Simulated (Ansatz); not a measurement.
Species: ReO2, charge 0, multiplicity 4. The spin state was set by rule; other spins were not relaxed. SMILES: [O]=[Re]=[O]
Geometry from a B3LYP-D3(BJ)/def2-TZVP (Ansatz, a program for electronic structure) optimisation:
```xyz
3

Re     0.0661    -0.0764     0.0670
O      0.9180     0.5847    -1.2676
O     -1.5377     0.1315     0.6398
```
Charge 0, spin multiplicity 4.

Quantity: atomisation energy (electronic, to ground-state atoms), in kJ/mol. Cores are frozen in the correlated levels unless marked. UHF or UKS for open shells. Spin-orbit coupling is left out. The frozen core is the preceding noble-gas configuration, with the filled d and f shells of earlier blocks. Past Kr the def2 sets carry scalar-relativistic core potentials. 

```
level                         program  atomisation energy (kJ/mol)
---------------------  --------------  ---------------------------
HF/def2-SVPD                   Ansatz                        335.1
RI-HF/def2-TZVPPD              Ansatz                        390.9
BLYP-D4/def2-TZVPD     Ansatz + dftd4                       1246.7
revPBE-D4/def2-TZVPD   Ansatz + dftd4                       1237.5
B3LYP-D4/def2-TZVPD    Ansatz + dftd4                       1134.2
PBE0-D3(BJ)/def2-TZVP  Ansatz + dftd3                       1120.6
PBE0/def2-TZVPD                Ansatz                       1119.1
LC-wPBE/def2-TZVPD             Ansatz                       1146.8
RPA@PBE/def2-TZVPP             Ansatz                       1045.6
```

The UHF reference is spin-contaminated (<S^2> 0.16 over the pure value in the largest basis). The Hartree-Fock reference is unstable (checked in the largest basis), which strains HF and MP2.
